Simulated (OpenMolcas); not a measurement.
# Ni V: terms and fine structure

```yaml
Program: OpenMolcas
Method: "SS-CASPT2, IPEA 0.25 Eh, imaginary shift 0.1 Eh (closed shells correlated: 3s 3p)"
Basis: ANO-RCC-VTZP [6s5p3d2f1g]
Scalar_Hamiltonian: DKH2, point nucleus
Active_space: 6 electrons in 10 orbitals (3d 4d)
State_averaging: 2S+1 = 5 even, 5 roots; 2S+1 = 3 even, 45 roots; 2S+1 = 1 even, 44 roots
Spin-orbit_coupling: RASSI with atomic mean-field integrals over the reference wave functions, term energies averaged over their components
```

With spin-orbit coupling, above the lowest level:

```
Configuration   Term  J  E (cm⁻¹)  Measured (cm⁻¹)  Term weight %   Second
          3d⁶     ⁵D  4       0.0              0.0            100         
          3d⁶     ⁵D  3       821              890            100         
          3d⁶     ⁵D  2      1379             1490            100         
          3d⁶     ⁵D  1      1734             1872            100         
          3d⁶     ⁵D  0      1907             2058            100         
          3d⁶  ³P(1)  2     26910            26153             99         
          3d⁶     ³H  6     28070            27111            100         
          3d⁶     ³H  5     28430            27578             97     3 ³G
          3d⁶     ³H  4     28640            27859             91  4 ³F(1)
          3d⁶  ³P(1)  1     29400            28698             99         
          3d⁶  ³F(1)  4     30040            29124             90     6 ³H
          3d⁶  ³P(1)  0     30380            29640             98         
          3d⁶  ³F(1)  3     30440            29571             96     4 ³G
          3d⁶  ³F(1)  2     30750            29899             99         
          3d⁶     ³G  5     34210            33256             97     3 ³H
          3d⁶     ³G  4     34950            34062             93  5 ³F(1)
          3d⁶     ³G  3     35230            34416             96  4 ³F(1)
          3d⁶     ³D  1     42620            41701            100         
          3d⁶     ³D  2     42630            41627             98         
          3d⁶     ¹I  6     42670            41252            100         
          3d⁶     ³D  3     42920            41920            100         
          3d⁶  ¹G(1)  4     43820            42208             98         
          3d⁶     ¹S  0     49160            47700             98         
          3d⁶     ¹D  2     50420            48607             97         
          3d⁶     ¹F  3     59410            57924             98         
          3d⁶  ³P(2)  0     68500            66738            100         
          3d⁶  ³P(2)  1     69280            67548            100         
          3d⁶  ³F(2)  2     70360            68632            100         
          3d⁶  ³F(2)  4     70530            68719             99         
          3d⁶  ³F(2)  3     70600            68855             99         
          3d⁶  ³P(2)  2     70970            69156            100         
          3d⁶  ¹G(2)  4     80220            77900             99
```

Against the 31 measured excited levels shown (Corliss and Sugar, J. Phys. Chem. Ref. Data 10, 197 (1981)) the mean absolute deviation is 1100 cm-1; the largest miss in energy is 3d⁶ ¹G₄(2): computed 80220, measured 77900 cm⁻¹ (+3.0 %), and the largest in proportion 3d⁶ ⁵D₃ (-7.7 %).

Spin-orbit coupling puts the lowest level 866 cm⁻¹ below the lowest spin-free term.

For ⁵D the intervals divided by the larger J are -173.1, -177.5, -185.9, -205.2 cm-1. Landé's interval rule makes them equal in pure LS coupling; they differ by 17 % of their mean. The multiplet is inverted.

Term energies are means over components that CASPT2 splits; among the terms shown or strongly mixed into the levels shown the widest spread is 300 cm-1 (3d⁶ ³F(2)). Active for correlation alone: 4d; no level in the range computed is led by a configuration that fills it, so any true level of that kind is missing. The CASPT2 spread within a term exceeds the gap to the next term for 3d⁶ ¹I and 3d⁶ ³D, so the order of their levels is uncertain. Computed and measured levels are paired by configuration, term and J; levels that our copy of the source lacks, or whose pairing is in doubt (as where it misses far off the trend of its configuration), stay unpaired and out of the deviations. Only configurations of the active space appear. The first state left out of the spin-orbit step lies near 120000 cm-1 above the lowest spin-free state of the reference (among the parities and spins computed), and the list stops at four fifths of that energy or lower.

The CASPT2 steps took 42 min on 1 thread of Arm Neoverse V2 (shared host); the integral step is not counted.

The term weight is that of the spin-free term in the level, not the purity of its configuration. A number in round brackets counts repeated terms of one configuration in the order of the reference energies.
